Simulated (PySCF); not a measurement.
An unknown is described by computed data only.

Formula: C7H7PS.

* 1H NMR: chemical shifts (computed TMS as zero) by class: 8.25 (1 H), 3.27 (2 H), 3.26 (1 H), 1.42 (3 H) ppm [GIAO PBE0/pcSseg-1]
* UV, first state: lowest singlet excitation: 4.18 eV (296 nm, f = 0.208) [TDDFT B3LYP/def2-SVPD]
* 13C NMR: chemical shifts (computed TMS as zero) by class: 208.0 (1 C), 161.0 (1 C), 141.9 (1 C), 92.9 (1 C), 81.6 (1 C), 31.9 (1 C), 27.2 (1 C) ppm [GIAO PBE0/pcSseg-1]
* UV, strongest line: among the 8 lowest singlet transitions: S6 at 5.45 eV (227 nm, f = 0.328) [TDDFT B3LYP/def2-SVPD]
* Rotational structure: rotational constants A, B, C: 2.401, 0.811, 0.641 GHz [GFN2-xTB]
* Triplet: lowest triplet excitation (Tamm–Dancoff): 2.74 eV [TDA B3LYP/def2-SVPD]
* NMR, other nuclei: isotropic shieldings of nuclei other than C and H, by class: 101 (1 P), 141 (1 S) ppm [GIAO PBE0/pcSseg-1]
* Dipole: 0.92 D [B3LYP/def2-SVPD]

Electronic properties: PySCF, gas phase, density fitting. Levels stand in brackets. Isolated species at its GFN2-xTB geometry (one conformer only). NMR classes are plain means over equivalent atoms (diastereotopic ones count apart unless rotation or inversion swaps them), as if these changed places fast.

Question: Propose a structure and show how it fits.

Answer: Numbering: `[CH:1]#[C:2][c:3]1[cH:4][p:5][c:6]([CH2:7][CH3:8])[s:9]1`. 7 carbons fall into 7 classes; from least to most shielded: substituted aromatic carbon [C6] (208.0 ppm), aromatic CH carbon [C4] (161.0 ppm), substituted aromatic carbon [C3] (141.9 ppm), terminal alkyne carbon [C1] (92.9 ppm), alkyne carbon [C2] (81.6 ppm), benzylic-type carbon [C7] (31.9 ppm), methyl carbon [C8] (27.2 ppm). Hydrogen classes from least to most shielded: 1 H on an aromatic CH carbon, C4 (8.25 ppm), 2 H on a benzylic-type carbon, C7 (3.27 ppm), 1 H on a terminal alkyne carbon, C1 (3.26 ppm), 3 H on a methyl carbon, C8 (1.42 ppm). The other shieldings belong to: 101 ppm, phosphorus bonded to 2 C [P5]; 141 ppm, thiophene-type sulfur [S9]. S1 is mainly HOMO→LUMO (weight 0.96); the largest Löwdin shares of the orbital it empties are 0.23 on a substituted aromatic carbon, 0.19 on the phosphorus bonded to 2 C, 0.13 on the terminal alkyne carbon and 0.13 on a substituted aromatic carbon, of the orbital it fills 0.23 on a substituted aromatic carbon, 0.20 on the thiophene-type sulfur, 0.15 on the phosphorus bonded to 2 C and 0.11 on a substituted aromatic carbon. The optimised geometry has point group C1 and is an asymmetric top. Structure: `C#Cc1cpc(CC)s1`. Computed isomers that give other values at the same levels: `S=P12C=CC(C=C1)C=C2` (13C chemical shifts (computed TMS as zero) by class: 158.0 (3 C), 149.4 (3 C), 52.6 (1 C) ppm); `C#Cc1pc(CC)cs1` (13C chemical shifts (computed TMS as zero) by class: 177.6 (1 C), 171.5 (1 C), 140.1 (1 C), 103.4 (1 C), 83.4 (1 C), 31.9 (1 C), 24.5 (1 C) ppm); `CC#CPc1cccs1` (13C chemical shifts (computed TMS as zero) by class: 145.5 (1 C), 137.3 (1 C), 134.8 (1 C), 132.2 (1 C), 110.2 (1 C), 79.3 (1 C), 6.3 (1 C) ppm). The assignments are read from this structure; whether some other isomer fits the data as well wasn't checked.

Shape of the structure used: `[CH:1]#[C:2][c:3]1[cH:4][p:5][c:6]([CH2:7][CH3:8])[s:9]1`: P5–C6–C7–C8 -100°.
